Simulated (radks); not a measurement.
Removal energies from the chromium ion Cr13+, [Ne] 3s1, by Delta-SCF beside the eigenvalue of the level emptied. All-electron calculation, scalar-relativistic Kohn-Sham, BLYP, spin-polarised, spherical densities, finite nucleus; Fermi nuclear charge, rms radius of each element as measured or else 0.836 A^(1/3) + 0.57 fm. Program: a radial shooting solver on a logarithmic mesh with Libxc functionals. Open shells are filled with parallel spins first.

removed from  final configuration  Delta-SCF (eV)  -eigenvalue (eV)
3s                           [Ne]          386.45            372.95
2p               [He] 2s2 2p5 3s1          971.99            930.94
2s               [He] 2s1 2p6 3s1          1069.9            1033.8
1s                1s1 2s2 2p6 3s1          6406.4            6272.0
